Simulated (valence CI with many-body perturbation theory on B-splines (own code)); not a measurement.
Results of a calculation; reference values are marked as such.
# Assign the levels of Pd XXV

Method: valence CI with perturbative core correlation (CI+MBPT): four valence electrons over a frozen Dirac-Fock core [Ar], radial functions for each j: 7 s, 7 p, 8 d, 6 f, 4 g, 1 h, with the one-electron correlation potential Σ1, the two-electron term Σ2, the three-electron term Σ3, Breit, model QED; selected CI, second order for the rest, scaled by the run's own slope (own B-spline code, finite nucleus).

No measured spectrum was set against this ion. As an estimate, terms of the open shell hold to 2 to 4 % of their energy, and close levels can change places. Only levels of the ground parity were solved; by the run's estimate the other parity begins above the list, which can be wrong where configurations are misplaced.

| No. | J | Parity | E (cm⁻¹) | g |
| --- | --- | --- | --- | --- |
| 2 | 1 | even | 23218 | 1.496 |
| 3 | 2 | even | 42592 | 1.471 |
| 4 | 3 | even | 57290 | 1.449 |
| 10 | 5 | even | 132230 | 1.070 |
| 11 | 1 | even | 133720 | 1.380 |
| 12 | 6 | even | 142590 | 1.120 |
| 18 | 5 | even | 193330 | 1.157 |
| 20 | 6 | even | 203730 | 1.040 |
| 21 | 1 | even | 203800 | 0.633 |

Energies count from the lowest level. Strongly mixed levels and levels close to another of their J and parity, and those with J = 0 are left out, so the numbers can have gaps.

Q: Give configuration and LS term of each level.

A: 2: 3d⁴ ⁵D; 3: 3d⁴ ⁵D; 4: 3d⁴ ⁵D; 10: 3d⁴ ³H; 11: 3d⁴ ³P; 12: 3d⁴ ³H; 18: 3d⁴ ³G; 20: 3d⁴ ¹I; 21: 3d⁴ ³D.
